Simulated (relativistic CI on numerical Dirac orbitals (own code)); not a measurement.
Cu7+: computed level list

Computed by Dirac-Coulomb-Breit CI, KLI orbitals optimised for each configuration, model QED (radiative potential, 1s self-energy scaled to tabulated hydrogen-like ionisation energies), unscaled Slater integrals (own radial code, finite nucleus).

Configurations in the expansion (outside the closed core [Ne]): 3s2.3p6.3d4, 3s2.3p5.3d5, 3s2.3p6.3d3.4s, 3s.3p6.3d5, 3s2.3p6.3d3.4p, 3s2.3p6.3d3.4d, 3s2.3p6.3d2.4s.4p, 3s2.3p6.3d3.5s, 3s2.3p6.3d3.4f, 3s2.3p6.3d3.5p, 3s2.3p6.3d2.4p.4d, 3s2.3p6.3d2.4s2, 3s2.3p6.3d.4s2.4p, 3s2.3p6.3d.4s2.4d, 3s2.3p6.3d.4s2.5s, 3p6.3d6, 3p5.3d7, 3s2.3p6.3d2.4p2, 3s2.3p6.3d.4s.4p2, 3s2.3p6.3d.4p3, 3s2.3p6.3d.4p2.4d, 3s2.3p6.3d.4p2.5s, 3s2.3p6.3d2.4s.4d, 3s2.3p6.3d.4s.4p.4d, 3s2.3p6.3d.4s.4d2, 3s2.3p6.3d.4s.4d.5s. Double excitations out of closed p, d and f shells are left out; levels of such configurations are missing from the list, as are those of other unlisted configurations, and high levels can miss mixing partners.

The lowest level is 3s2.3p6.3d4 5D_0, with 99 % of that term; Hund's rules for 3s2.3p6.3d4 give 5D with J = 0, in agreement.

```
No.  Configuration  Term  J  E (cm⁻¹)    %  Lifetime (s)
  1    3s2.3p6.3d4    5D  0         0   99              
  2    3s2.3p6.3d4    5D  1       363   99      3.91e+02
  3    3s2.3p6.3d4    5D  2      1037  100      5.77e+01
  4    3s2.3p6.3d4    5D  3      1960  100      2.76e+01
  5    3s2.3p6.3d4    5D  4      3075   99      2.68e+01
  6    3s2.3p6.3d4    3P  0     37124   97      7.30e-02
  7    3s2.3p6.3d4    3H  4     37292   95      7.79e+00
  8    3s2.3p6.3d4    3H  5     38071   97      7.86e+01
  9    3s2.3p6.3d4    3H  6     38817   99      1.10e+02
 10    3s2.3p6.3d4    3P  1     39396   99      8.64e-02
 11    3s2.3p6.3d4    3F  3     41547   86      1.62e-01
 12    3s2.3p6.3d4    3F  2     41565   99      2.96e-01
 13    3s2.3p6.3d4    3F  4     41859   86      1.18e-01
 14    3s2.3p6.3d4    3P  2     42854   99      1.37e-01
 15    3s2.3p6.3d4    3G  3     45740   86      5.92e-01
 16    3s2.3p6.3d4    3G  4     46443   87      8.17e-01
 17    3s2.3p6.3d4    3G  5     47022   97      8.01e-01
 18    3s2.3p6.3d4    1I  6     56431   99      4.08e-01
 19    3s2.3p6.3d4    3D  3     56499   99      1.71e-01
 20    3s2.3p6.3d4    1G  4     56817   95      1.16e-01
 21    3s2.3p6.3d4    3D  2     56830   97      1.92e-01
 22    3s2.3p6.3d4    3D  1     57257   99      1.56e-01
 23    3s2.3p6.3d4    1S  0     62362   97      7.63e-02
 24    3s2.3p6.3d4    1D  2     72397   98      8.79e-02
 25    3s2.3p6.3d4    1F  3     81099   98      1.83e-01
 26    3s2.3p6.3d4    3P  2     95848   99      5.98e-02
 27    3s2.3p6.3d4    3F  4     96582   99      3.86e-02
 28    3s2.3p6.3d4    3F  2     96824   99      3.55e-02
 29    3s2.3p6.3d4    3F  3     96978   98      4.14e-02
 30    3s2.3p6.3d4    3P  1     98336  100      5.15e-02
 31    3s2.3p6.3d4    3P  0     99538   99      5.86e-02
 32    3s2.3p6.3d4    1G  4    109938   99      4.20e-02
 33    3s2.3p6.3d4    1D  2    145036   99      9.12e-03
 34    3s2.3p6.3d4    1S  0    188690   99      4.98e-03
 35     3d3(4F).4s    5F  1    482182  100      2.50e-06
 36     3d3(4F).4s    5F  2    482858   99      2.49e-06
 37     3d3(4F).4s    5F  3    483863   99      2.48e-06
 38     3d3(4F).4s    5F  4    485164   99      2.47e-06
 39     3d3(4F).4s    5F  5    486712   99      2.47e-06
 40    3p5.3d5(6S)   7P°  4    487851  100      2.78e-06
 41     3d3(4F).4s    3F  2    494370   99      1.08e-06
 42     3d3(4F).4s    3F  3    496090   99      1.08e-06
 43    3p5.3d5(6S)   7P°  3    496623   98      1.03e-08
 44     3d3(4F).4s    3F  4    498141   99      1.08e-06
 45    3p5.3d5(6S)   7P°  2    504430   97      1.10e-08
 46     3d3(4P).4s    5P  1    512317   98      1.91e-06
 47     3d3(4P).4s    5P  2    512774   96      1.90e-06
 48     3d3(4P).4s    5P  3    514226   99      1.91e-06
 49     3d3(2G).4s    3G  3    516490  100      1.83e-06
 50     3d3(2G).4s    3G  4    517010   96      1.81e-06
 51     3d3(2G).4s    3G  5    517889   95      1.80e-06
 52     3d3(2G).4s    1G  4    522704   79      1.25e-06
 53     3d3(4P).4s    3P  0    522873  100      1.24e-06
 54     3d3(4P).4s    3P  1    523333   88      1.18e-06
 55     3d3(4P).4s    3P  2    525273   96      1.10e-06
 56     3d3(2P).4s    3P  1    526589   86      1.52e-06
 57     3d3(2P).4s    3P  2    526615   70      1.64e-06
 58     3d3(2H).4s    3H  5    526982   95      1.73e-06
 59     3d3(2P).4s    3P  0    527152  100      1.42e-06
 60     3d3(2H).4s    3H  4    527204   77      1.58e-06
 61     3d3(2H).4s    3H  6    527441  100      1.72e-06
 62     3d3(2D).4s    3D  1    529138   65      1.58e-06
 63     3d3(2D).4s    3D  3    531489   99      1.69e-06
 64     3d3(2D).4s    3D  2    531604   73      1.70e-06
 65     3d3(2H).4s    1H  5    532963   98      1.15e-06
 66     3d3(2P).4s    1P  1    534606   74      1.31e-06
 67     3d3(2D).4s    1D  2    536977   96      1.17e-06
 68    3p5.3d5(4D)   5P°  1    537298   99      7.41e-09
 69    3p5.3d5(4G)   5G°  6    540991   95      3.72e-08
 70    3p5.3d5(4D)   5P°  2    541244   95      2.60e-09
```

Energies count from the lowest computed level; ° marks odd parity; lifetimes are radiative, by E1, M1, E2 decay to levels of this space only. Percentages are summed over parent terms; the parents shown are those of the largest component, closed shells are left out there.

The mean weight of the leading LS term, summed over parents, in these 70 levels is 95 %, and that of the leading jj configuration (from the same eigenvectors) 56 %, so LS coupling describes them better.

At this charge configurations can still be misplaced by up to about 7 % of their energy. Terms inside the open d or f shell come out 10 to 20 % too wide with unscaled integrals.

Landé's interval rule says that E(J) − E(J−1) = AJ with one A. For the ground term the intervals give A = 362.6, 337.3, 307.7, 278.7 cm⁻¹ for J = 1, 2, 3, 4; the multiplet is regular.
